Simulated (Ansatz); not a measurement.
System: H$_{2}$GeO, charge 0, singlet. H2GeO (SMILES [GeH][OH]).
B3LYP-D3(BJ)/def2-TZVP minimum from Ansatz (a quantum-chemistry and plane-wave program):
```xyz
4

Ge    -0.2357    -0.1982     0.2492
H     -1.4067    -0.0497    -0.8648
O      1.0260     0.6744    -0.6940
H      0.7418     0.9956    -1.5564
```
Charge 0, spin multiplicity 1.

Total energies in cc-pVTZ, 12 correlated electrons, 15 frozen orbitals. UHF or UKS for unpaired electrons; spin-orbit terms are left out. Cores are frozen in correlated methods (noble-gas shells, and filled d and f shells in the p block). No relativity.

```tsv
method	program	energy (Eh)	minus CCSDT(Q) (mEh)
HF	Ansatz	-2151.45791	377.89
MP2	Ansatz	-2151.80461	31.19
CCSD	Ansatz	-2151.82105	14.75
CCSD(T)	Ansatz	-2151.83451	1.30
CCSDT(Q)	Ansatz	-2151.83581	0.00
```

Rough core times of Ansatz's runs on a shared machine: CCSD(T) under 20 s, CCSDT(Q) 4 min.
